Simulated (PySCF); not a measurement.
## Spinor energies of Tc+ (technetium, charge +1)

Start: [Kr] 4d5 5p1; 4d5/2 filled at m_j = -3/2, -1/2, +1/2, +3/2, +5/2; 5p3/2 filled at m_j = +3/2. Calculated with PySCF 2.14 in x2c-TZVPall-2c (8s9p7d1f, 77 functions): generalised Hartree-Fock with the X2C-1e Hamiltonian and a Gaussian nucleus; one run each with spin-orbit coupling (SO) switched off, then screened by Boettger's factors. This is a chosen level, not necessarily the ground level.

```json
{"spinor shell": "1s1/2", "electrons": "2", "ε, spin-free (eV)": "-21168.6", "ε, screened SO (eV)": "-21167.4", "weight of nominal j (screened SO)": "1.000", "rms radius, screened SO (bohr)": "0.0394"}
{"spinor shell": "2s1/2", "electrons": "2", "ε, spin-free (eV)": "-3105.1", "ε, screened SO (eV)": "-3104.8", "weight of nominal j (screened SO)": "1.000", "rms radius, screened SO (bohr)": "0.162"}
{"spinor shell": "2p1/2", "electrons": "2", "ε, spin-free (eV)": "-2773.3", "ε, screened SO (eV)": "-2855.0", "weight of nominal j (screened SO)": "1.000", "rms radius, screened SO (bohr)": "0.141"}
{"spinor shell": "2p3/2", "electrons": "4", "ε, spin-free (eV)": "-2773.3", "ε, screened SO (eV)": "-2735.2", "weight of nominal j (screened SO)": "1.000", "rms radius, screened SO (bohr)": "0.145"}
{"spinor shell": "3s1/2", "electrons": "2", "ε, spin-free (eV)": "-581.38", "ε, screened SO (eV)": "-581.34", "weight of nominal j (screened SO)": "1.000", "rms radius, screened SO (bohr)": "0.442"}
{"spinor shell": "3p1/2", "electrons": "2", "ε, spin-free (eV)": "-469.54", "ε, screened SO (eV)": "-483.78", "weight of nominal j (screened SO)": "1.000", "rms radius, screened SO (bohr)": "0.439"}
{"spinor shell": "3d3/2", "electrons": "4", "ε, spin-free (eV)": "-288.60", "ε, screened SO (eV)": "-291.15", "weight of nominal j (screened SO)": "0.963", "rms radius, screened SO (bohr)": "0.433"}
{"spinor shell": "3d5/2", "electrons": "6", "ε, spin-free (eV)": "-288.60", "ε, screened SO (eV)": "-286.89", "weight of nominal j (screened SO)": "0.975", "rms radius, screened SO (bohr)": "0.437"}
{"spinor shell": "4s1/2", "electrons": "2", "ε, spin-free (eV)": "-98.363", "ε, screened SO (eV)": "-98.392", "weight of nominal j (screened SO)": "1.000", "rms radius, screened SO (bohr)": "1.13"}
{"spinor shell": "4p1/2", "electrons": "2", "ε, spin-free (eV)": "-64.928", "ε, screened SO (eV)": "-70.648", "weight of nominal j (screened SO)": "0.654", "rms radius, screened SO (bohr)": "1.26"}
{"spinor shell": "4p3/2", "electrons": "4", "ε, spin-free (eV)": "-64.928", "ε, screened SO (eV)": "-62.199", "weight of nominal j (screened SO)": "0.827", "rms radius, screened SO (bohr)": "1.26"}
{"spinor shell": "4d5/2", "electrons": "5", "ε, spin-free (eV)": "-22.796", "ε, screened SO (eV)": "-22.836", "weight of nominal j (screened SO)": "0.576", "rms radius, screened SO (bohr)": "1.76"}
{"spinor shell": "5p3/2", "electrons": "1", "ε, spin-free (eV)": "-9.799", "ε, screened SO (eV)": "-9.727", "weight of nominal j (screened SO)": "1.000", "rms radius, screened SO (bohr)": "4.33"}
```

Q: Where does 3p3/2 lie, and what is the 3p spin-orbit splitting (screened SO)?

A: At -462.91 eV, 20.865 eV above 3p1/2.

```tsv
quantity	spin-free	screened SO
E (hartree)	-4282.40330	-4282.95486
M_J	4	4
⟨J²⟩	20.006	20.005
⟨L²⟩	2.004	2.031
⟨S²⟩	12.001	11.985
```

Each row is a mean over spinors that exchange with the open shell spreads, by up to 9.926 eV (4p3/2).

Rows whose weight is well below 1 are mixtures of j = l ± 1/2: exchange outweighs spin-orbit coupling there, and the label is only the starting occupation.

Breit and QED terms are absent; they matter most for the inner s and p1/2 levels.

Densities and radii are taken from the X2C orbitals without a picture-change correction, which distorts them close to the nucleus.

Without spin-orbit coupling the j labels of p, d and f shells carry no meaning; the spin-free column gives the mean over the occupied spinors of each nl shell.
